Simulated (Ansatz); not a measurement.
Consider the ligand exchange at a W–O bond: `C[N]=[W](=[O])([OH])[N](C)C` + `CNC` → `C[N]=[W](=[O])([N](C)C)[N](C)C` + H₂O.

Computed with Ansatz on PBE0-D4/def2-TZVP structures; ΔE is electronic, products minus reactants. CCSD(T)/CBS is the MP2 limit (def2-TZVPP, def2-QZVPP) plus CCSD(T) − MP2 in def2-TZVPP, frozen cores. This one scheme is used for every species. Functionals use def2-TZVPP. B3LYP here is the variant with VWN-RPA as its local correlation; programs differ in this. def2 core potentials past Kr. For W outer-core shells are correlated without core-valence functions, which leaves a few kJ/mol of doubt a bond. Each species was taken in one conformer, which may not be the lowest.

`C[N]=[W](=[O])([OH])[N](C)C`:

Cartesian coordinates in Å:
```
C 1.639 0.232 2.586
N 0.836 0.572 1.466
W -0.681 0.718 0.596
O -2.006 0.105 1.503
O -1.010 2.546 0.147
N -0.462 -0.353 -1.008
C 0.752 -0.913 -1.554
C -1.648 -0.758 -1.736
H 2.401 -0.500 2.295
H 2.165 1.115 2.965
H 1.048 -0.196 3.403
H -0.351 3.234 0.247
H 0.904 -0.577 -2.587
H 0.705 -2.010 -1.564
H 1.611 -0.606 -0.961
H -2.552 -0.350 -1.278
H -1.745 -1.852 -1.747
H -1.607 -0.406 -2.774
```

`CNC`:

Z-matrix (Å, degrees):
```
C
N 1 1.445
H 1 1.094 2 109.4
H 1 1.092 2 110.0 3 117.9
H 1 1.104 2 114.0 3 -120.2
C 2 1.445 1 112.8 3 65.3
H 2 1.011 1 109.8 3 -171.9
H 6 1.104 2 114.0 1 54.9
H 6 1.094 2 109.4 1 -65.3
H 6 1.092 2 110.0 1 176.8
```

`C[N]=[W](=[O])([N](C)C)[N](C)C`:

Z-matrix (Å, degrees):
```
W
C 1 2.957
C 1 3.054 2 116.6
N 1 1.956 2 105.3 3 20.4
C 1 3.054 2 47.2 3 -86.3
N 1 1.762 2 130.2 3 -107.6
O 1 1.725 2 88.8 3 129.6
C 1 2.956 2 90.3 3 40.7
N 1 1.956 2 25.1 3 -86.7
H 2 1.099 1 122.5 3 5.9
H 2 1.092 1 76.2 3 -97.1
H 2 1.098 1 125.8 3 161.1
H 3 1.099 1 124.6 2 134.7
H 3 1.089 1 79.9 2 -119.6
H 3 1.099 1 121.8 2 -14.2
H 5 1.099 1 121.8 2 77.2
H 5 1.099 1 124.6 2 -71.8
H 5 1.089 1 79.9 2 -177.4
C 6 1.420 1 153.8 2 -111.6
H 8 1.092 1 76.2 2 56.1
H 8 1.099 1 122.6 2 -46.9
H 8 1.098 1 125.8 2 157.9
H 19 1.096 6 112.5 1 -0.2
H 19 1.096 6 110.3 1 120.6
H 19 1.096 6 110.3 1 -121.1
```

H₂O:

Cartesian coordinates in Å:
```
O 0.084 0.334 -0.182
H -0.785 -0.015 0.025
H 0.701 -0.318 0.157
```

| level | ΔE (kcal/mol) |
| --- | --- |
| BLYP-D4 | 5.0 |
| B3LYP | 9.5 |

(1) What does CCSD(T)/CBS give? (Best estimate.)

Largest T1 diagnostic among the species: 0.019.

## Answers

(1) Ansatz gave: +3.4 kcal/mol. The listed levels differ from it by 1.6, 6.1 kcal/mol.

In def2-TZVPP, CCSD(T) changes the Hartree–Fock value by −8.9 kcal/mol (the triples alone add −1.6 kcal/mol) and MP2 by −11.0 kcal/mol. Leaving LDA and LC-ωPBE aside and taking each functional with its dispersion term where it has one, the values, not all of them listed here, spread over 3.0 kcal/mol, from revPBE-D4 to B97M-V. LDA lies −2.7 kcal/mol from PBE without D4.
